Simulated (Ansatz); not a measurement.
`C[SiH2][GeH2][OH]` + `[CH2]1[AlH][SiH2]1` → `C[SiH2][Al]1[CH2][SiH2]1` + `[OH][GeH3]`  (formal exchange of groups at the Si–Ge bond)

Computed with Ansatz on PBE0-D4/def2-TZVP structures; ΔE is electronic, products minus reactants. CCSD(T)/CBS is the MP2 limit (def2-TZVPP, def2-QZVPP) plus CCSD(T) − MP2 in def2-TZVPP, frozen cores. DFT in def2-TZVPP. For Ge outer-core shells are correlated without core-valence functions, which leaves a few kJ/mol of doubt a bond. Scalar relativity is left out up to krypton. Each species was taken in one conformer, which may not be the lowest.

`C[SiH2][GeH2][OH]`:

Cartesian coordinates in Å:
```
C 0.429 1.838 0.238
Si -0.871 0.571 -0.227
Ge -0.140 -1.629 0.351
O 1.411 -1.967 -0.492
H 0.582 1.855 1.319
H 0.131 2.839 -0.082
H 1.383 1.593 -0.235
H -1.121 0.595 -1.697
H -2.166 0.855 0.456
H 0.233 -1.776 1.836
H -1.164 -2.725 -0.027
H 1.293 -2.049 -1.441
```

`[CH2]1[AlH][SiH2]1`:

Z-matrix (Å, degrees):
```
C
Si 1 1.924
Al 1 1.951 2 73.8
H 1 1.089 2 119.6 3 126.4
H 1 1.098 2 111.0 3 -105.5
H 2 1.489 1 112.6 3 -109.3
H 2 1.489 1 117.3 3 122.4
H 3 1.581 1 142.0 2 178.7
```

`C[SiH2][Al]1[CH2][SiH2]1`:

Z-matrix (Å, degrees):
```
C
Si 1 1.879
H 1 1.092 2 110.8
H 1 1.092 2 110.8 3 119.8
H 1 1.092 2 110.6 3 -120.1
Al 2 2.449 1 113.9 3 -58.8
H 2 1.493 1 110.0 3 178.7
H 2 1.494 1 109.9 3 61.6
Si 6 2.341 2 165.7 1 9.5
C 6 1.964 2 142.3 1 -172.6
H 9 1.489 6 123.0 2 -84.1
H 9 1.489 6 126.0 2 81.4
H 10 1.093 6 116.9 2 -69.4
H 10 1.091 6 121.5 2 68.6
```

`[OH][GeH3]`:

```xyz
6

O     1.158   -0.183    0.713
Ge   -0.309    0.232   -0.211
H     1.241   -1.126    0.872
H    -0.249    1.755   -0.352
H    -1.563   -0.214    0.565
H    -0.277   -0.463   -1.586
```

**Question.** Is it downhill or uphill in electronic energy at CCSD(T)/CBS, and by how much? (Estimate.)

**Answer.** Computed: Nearly level: ΔE = -0.1 kJ/mol.

**Question.** What do these levels give: PBE-D4, ωB97X-V, PBE, r2SCAN, PBE0, HF/def2-TZVPP, MP2/def2-TZVPP, CCSD/def2-TZVPP, MP2/def2-QZVPP, HF/CBS(def2), MP2/CBS(def2), CCSD/CBS(def2)? (Estimate.)

**Answer.** Computed: PBE-D4 -3.4, ωB97X-V 0.6, PBE -5.4, r2SCAN -2.2, PBE0 -5.1, HF/def2-TZVPP -2.2, MP2/def2-TZVPP -0.1, CCSD/def2-TZVPP -2.1, MP2/def2-QZVPP 1.5, HF/CBS(def2) -2.6, MP2/CBS(def2) 2.9, CCSD/CBS(def2) 0.9 kJ/mol.

Largest T1 diagnostic among the species: 0.013.

The D4 term adds +3.2 kJ/mol with B3LYP and +1.6 kJ/mol with PBE0; it sums over pairs of atoms, weighted by their polarisabilities, and B3LYP, whose exchange is more repulsive, gets the larger term.

B3LYP here is the variant with VWN-RPA as its local correlation; programs differ in this.
